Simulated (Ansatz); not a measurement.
Species: AlOFH2, charge 0, singlet. AlOFH2 (SMILES [OH][AlH][F]).
B3LYP-D3(BJ)/def2-TZVP minimum from Ansatz (a quantum-chemistry and plane-wave program):
```
Al
F 1 1.6540
O 1 1.6866 2 120.23
H 3 0.9580 1 125.83 2 0.00
H 1 1.5563 2 119.84 3 180.00
```
Charge 0, spin multiplicity 1.

Total energies in cc-pV(T+d)Z, 18 correlated electrons, 7 frozen orbitals. UHF or UKS for unpaired electrons; spin-orbit terms are left out. Cores are frozen in correlated methods. No relativity.

| method | program | energy (Eh) | minus CCSDT(Q) (mEh) |
|---|---|---|---|
| HF | Ansatz | -417.60220 | 604.45 |
| MP2 | Ansatz | -418.18012 | 26.54 |
| CCSD | Ansatz | -418.18811 | 18.55 |
| CCSD(T) | Ansatz | -418.20568 | 0.98 |
| CCSDT(Q) | Ansatz | -418.20666 | 0.00 |

Rough core times of Ansatz's runs on a shared machine: CCSD(T) under 20 s, CCSDT(Q) 30 min.
